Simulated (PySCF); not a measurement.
Molfile (atoms numbered from 1):
```
C3H9NSi
     RDKit          3D

 14 13  0  0  0  0  0  0  0  0999 V2000
   -2.0926   -0.4310    0.1864 C   0  0  0  0  0  0  0  0  0  0  0  0
   -0.9131    0.3247   -0.4227 C   0  0  0  0  0  0  0  0  0  0  0  0
    0.0448    0.7702    0.6391 C   0  0  0  0  0  0  0  0  0  0  0  0
    1.2723    0.5560    0.7098 N   0  0  0  0  0  0  0  0  0  0  0  0
    2.4631   -0.2574   -0.2191 Si  0  0  0  0  0  4  0  0  0  0  0  0
   -2.7928   -0.7305   -0.5897 H   0  0  0  0  0  0  0  0  0  0  0  0
   -2.6197    0.1953    0.9028 H   0  0  0  0  0  0  0  0  0  0  0  0
   -1.7439   -1.3240    0.7001 H   0  0  0  0  0  0  0  0  0  0  0  0
   -1.2829    1.2179   -0.9356 H   0  0  0  0  0  0  0  0  0  0  0  0
   -0.3903   -0.2998   -1.1477 H   0  0  0  0  0  0  0  0  0  0  0  0
   -0.4142    1.3515    1.4447 H   0  0  0  0  0  0  0  0  0  0  0  0
    3.0358   -1.1993    0.7392 H   0  0  0  0  0  0  0  0  0  0  0  0
    2.0561   -0.9908   -1.4287 H   0  0  0  0  0  0  0  0  0  0  0  0
    3.3767    0.8167   -0.6005 H   0  0  0  0  0  0  0  0  0  0  0  0
  1  2  1  0
  2  3  1  0
  3  4  2  0
  4  5  1  0
  1  6  1  0
  1  7  1  0
  1  8  1  0
  2  9  1  0
  2 10  1  0
  3 11  1  0
  5 12  1  0
  5 13  1  0
  5 14  1  0
M  END
```

[PySCF 2.14.0 with density-fitted response routines: geometry from GFN2-xTB; shieldings: GIAO PBE0/pcSseg-1; non-relativistic Hamiltonian; rapidly exchanging positions averaged; one conformer; isolated molecule]

Referencing at the same level of theory: ¹³C (186.93 ppm) and ¹H (31.72 ppm) and ²⁹Si (349.16 ppm) vs TMS; ¹⁵N (267.73 ppm) against NH3.

```csv
atoms,nucleus,count,δ (ppm)
C1,¹³C,1,11.7
H6/H7/H8,¹H,3,?
H9/H10,¹H,2,2.16
C3,¹³C,1,183.9
H12/H13/H14,¹H,3,5.04
C2,¹³C,1,37.2
H11,¹H,1,?
Si5,²⁹Si,1,?
N4,¹⁵N,1,366.1
```

Fill in the missing shifts.

Answers


- H11: 8.65 ppm, hydrogen on a C=N carbon
- H6/H7/H8: 1.17 ppm, hydrogen on a methyl carbon
- Si5: -74.5 ppm, silicon bonded to N, 3 H

Shifts are as computed. Against solution values, carbons near 30 ppm lie about +3 ppm off and those near 130 ppm about +5 ppm. Of 1211 compounds with measured shifts, 218 miss one by over three times the rms of a fit or turn the order of signals round; such compounds aren't used in these exercises. Experimental scales use liquid or dissolved standards, which lie at an offset from isolated NH3 (liquid NH3: subtract about 20 ppm). Unscaled 15N shifts of sp2 nitrogen come out 20 to 40 ppm too high even then.
